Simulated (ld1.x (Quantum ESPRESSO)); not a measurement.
# rhodium, TM: configuration errors across variants

* Element: rhodium
* Generator: ld1.x (Quantum ESPRESSO) 7.5
* Type: norm-conserving Troullier–Martins (Kleinman–Bylander form)
* Functional: LDA (PZ)
* Relativity: scalar-relativistic
* Frozen core: [Ar] 3d10 4s2
* Valence charge: 15
* Reference configuration: 4p6 4d8 5s0.5 5p0.5
* Partial waves: 5s (bound): rc 2.60 bohr; 4d (bound): rc 1.20 bohr; 4p (bound): rc 1.35 bohr
* Local potential: the p channel
* Core correction: none

Occupied shells without a wave of their own: 5p. They enter only through the test configuration that unscreens the potential.

All-electron excitation energies from the reference (eV): (1) 4p6 4d8 5s1 5p0 -1.834; (2) 4p6 4d8 5s0 5p0 5.958; (3) 4p6 4d7 5s0 5p0 25.725; (4) 4p6 4d8 5s0 5p1 1.904; (5) 4p6 4d5 5s0 5p0 105.610; (6) 4p6 4d8.5 5s0.5 5p0 -2.426; (7) 4p6 4d6 5s0 5p0 58.460; (8) 4p6 4d8 5s0.5 5p0.5 spin -0.811; (9) 4p6 4d8 5s1 5p0 spin -2.717.

Spin tests fill each open shell by Hund’s rule, majority spin first.

On the changes marked as counting shells twice: ld1.x takes every shell without a wave as core, so the model core holds the marked electrons as well and exchange and correlation see them twice. This cancels in the reference configuration, but the file is broken for other ones, and its errors say nothing about a proper core correction.

4 further variants failed, have other tests or another functional or relativity, and are left out.

A true bound ghost makes a file unfit for plane-wave use even where its test errors are small: the radial tests pick states by their node count and pass the ghost by.

Errors AE − PS in meV (a dash: test not solved or not reliable):

| change | (1) | (2) | (3) | (4) | (5) | (6) | (7) | (8) | (9) | bound ghosts |
| --- | --- | --- | --- | --- | --- | --- | --- | --- | --- | --- |
| base | -13 | -31 | -44 | +13 | -46 | -9.4 | -49 | +92 | +80 | s |
| wave 5s (bound): rc 2.60 bohr becomes 5s (bound): rc 2.82 bohr | -13 | -31 | -48 | +13 | -63 | -9.3 | -58 | +92 | +80 | s |
| wave 4d (bound): rc 1.20 bohr becomes 4d (bound): rc 1.00 bohr | -13 | -31 | -42 | +13 | -36 | -10 | -43 | +90 | +78 | s |
| core correction a·sin(br)/r model core inside 0.44 bohr (5p counted twice) | -24 | -129 | -225 | +8.6 | -432 | -25 | -323 | -4.5 | -25 | s |
| all radii scaled by about 0.92 (s 2.38, p 1.24, d 1.10 bohr) | -8.7 | -22 | -25 | +8.2 | -14 | -6.8 | -22 | +90 | +83 | s |
| core correction a·sin(br)/r model core inside 0.88 bohr (5p counted twice) | -24 | -130 | -225 | +8.6 | -432 | -25 | -323 | +5.2 | -16 | s |

Task: Give the same row for: wave 4p (bound): rc 1.35 bohr becomes 4p (bound): rc 1.98 bohr.

Result: -46, -105, -178, +55, -243, -33, -228, +99, +51; bound ghosts: s.
